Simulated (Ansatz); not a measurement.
From F to I: the HOMO–LUMO gap

All atoms of one element are swapped for its congeners: AsF3 (arsenic trifluoride) `F[As](F)F`; AsBr3 (arsenous tribromide) `Br[As](Br)Br`; AsI3 (arsenic triiodide) `I[As](I)I`. The Cl member is missing. All are singlets with charge 0.

Shapes, held fixed at every level: PBE0-D4/def2-TZVP. Programs: Ansatz 0.2.0. Values in eV.

```tsv
level	AsF3	AsBr3	AsI3
r2SCAN-D4/def2-TZVPP	7.17	4.29	3.19
B3LYP-D4/def2-TZVPP	8.46	5.32	4.13
BHLYP-D4/def2-TZVPP	11.22	7.59	6.16
PBE0-D4/def2-TZVPP	8.93	5.76	4.53
r2SCAN0-D4/def2-TZVPP	9.32	6.00	4.72
wB97X-V/def2-TZVPP	13.51	9.90	8.44
```

At wB97X-V/def2-TZVPP the HOMO–LUMO gap falls at every step, from 13.51 to 8.44 eV. Every level shows the same order. For atoms past krypton def2 sets carry core potentials with scalar relativity. Relativity is left out for As, Br unless named. Orbital gaps aren't excitation energies, and the LUMO depends on the basis.
